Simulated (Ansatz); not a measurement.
Process, species as SMILES: C[O][GeH]([O]C)[O]C + 6 [H][H] (H2) → 3 C (CH4) + [GeH4] (GeH4) + 3 O (H2O)
Each molecule is optimised on its own at B3LYP-D3(BJ)/def2-TZVP (Ansatz, a program for electronic structure), one conformer each, not searched for the lowest.

Property: energy of full hydrogenation (electronic energy difference), in kcal/mol. Correlated levels leave the core frozen unless marked. No spin-orbit coupling. Frozen are the shells of the preceding noble gas and the d and f shells that filled before the atom's block. Non-relativistic. CBS marks a two-point X^-3 extrapolation of the correlation energy; Hartree-Fock from the larger set. The bracket is a focal-point correction in the basis named.

```
level                                                                 program  energy of full hydrogenation (kcal/mol)
-------------------------------------------------------------  --------------  ---------------------------------------
PBE0-D4/def2-TZVPD                                             Ansatz + dftd4                                    -82.6
PBE0/def2-TZVP                                                         Ansatz                                      ___
wB97M-V/def2-TZVPD                                                     Ansatz                                    -78.7
RPA@PBE/cc-pVTZ                                                        Ansatz                                    -67.5
CCSD/aug-cc-pVDZ                                                       Ansatz                                      ___
CCSD/cc-pVDZ                                                           Ansatz                                      ___
RI-MP2/CBS(aug-cc-pVTZ,aug-cc-pVQZ)+[CCSD(T)-MP2]/aug-cc-pVTZ          Ansatz                                    -75.5
```

### Question
Complete the blanks.

### Answer

- PBE0/def2-TZVP, energy of full hydrogenation (kcal/mol): -82.4
- CCSD/aug-cc-pVDZ, energy of full hydrogenation (kcal/mol): -91.9
- CCSD/cc-pVDZ, energy of full hydrogenation (kcal/mol): -82.0
